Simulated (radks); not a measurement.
Problem. All-electron atom: Ta3+ in [Xe] 4f14 5d2. All-electron calculation, non-relativistic Kohn-Sham, RPBE, spin-polarised, spherical densities, point nucleus; open shells are filled with parallel spins first (spin-orbit coupling, left out, can overturn this in heavy ions); relativity is left out, which matters for an element this heavy. Program: a radial shooting solver on a logarithmic mesh with Libxc functionals. Some entries of the table are withheld. Estimate them.

orbital  occ.  eigenvalue (eV)  <r^2> (bohr^2)
1s down     1        -61992.96       0.0005755
1s up       1        -61992.96       0.0005755
2s up       1        -10179.34        0.009022
2s down     1        -10179.23        0.009022
2p up       3        -9751.249        0.006675
2p down     3        -9751.171        0.006675
3s up       1        -2332.863         0.05672
3s down     1        -2332.840         0.05672
3p up       3        -2135.345         0.05252
3p down     3        -2135.319         0.05252
3d up       5        -1767.551         0.04094
3d down     5        -1767.490         0.04094
4s up       1        -483.5844          0.2804
4s down     1        -483.5219          0.2804
4p up       3        -401.6138          0.2916
4p down     3        -401.5475          0.2916
4d up       5        -252.6731          0.3198
4d down     5        -252.5879          0.3196
5s up       1         -88.1317           1.615
5s down     1         -86.9317           1.599
5p up       3         -64.8993             (1)
5p down     3         -63.4906             (2)
4f up       7              (3)          0.4800
4f down     7              (4)          0.4740
5d up       2         -30.6139           3.759
5d down     0         -28.9923           3.813

Solution. 
(1) 5p up <r^2> (bohr^2): 1.983
(2) 5p down <r^2> (bohr^2): 1.965
(3) 4f up eigenvalue (eV): -59.9541
(4) 4f down eigenvalue (eV): -59.7511
